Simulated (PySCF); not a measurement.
How methods differ on the ionisation energy of Zn⁺

Zn⁺ [Ar] 3d10 4s1 (2S) → Zn²⁺ [Ar] 3d10 (1S), as a difference of total energies. Calculation: PySCF 2.14, in aug-cc-pVDZ-DK (7s6p4d2f, 59 functions); scalar relativity by spin-free X2C-1e. Correlated levels: valence: [Ar] frozen. The calculations carry no spin-orbit coupling.

```tsv
method	ionisation energy (eV)
UHF	16.854
PBE0	18.316
MN15	17.971
MP2 (valence)	17.824
SCS-MP2 (valence)	17.674
```

Errors of the correlated levels include the incompleteness of this basis and the frozen core.

Q: Which method comes closest to the reference value, and which is furthest?

A: The reference is 17.964 eV (measured; NIST Atomic Spectra Database, ionization energies). Closest: MN15 (error 0.007 eV); furthest: UHF (error -1.110 eV).
